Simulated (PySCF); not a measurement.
**Pd: ionisation energy**

Pd [Kr] 4d10 (1S) → Pd⁺ [Kr] 4d9 (2D), as a difference of total energies. Computed with PySCF 2.14 in cc-pVTZ-PP with ECP28MDF (5s5p4d2f1g, 63 functions), with scalar relativity through the core potential. Correlated levels: valence: 4s2 4p6 frozen. The calculations carry no spin-orbit coupling.

```tsv
method	ionisation energy (eV)	error (eV)
UHF	6.241	-2.271
LDA	9.236	+0.724
M06-L	8.356	-0.156
MP2 (valence)	8.469	-0.043
SCS-MP2 (valence)	8.241	-0.271
```

Reference: 8.512 eV (measured; NIST levels, between the centres of gravity of the two terms).

Errors of the correlated levels include the incompleteness of this basis and the frozen core.
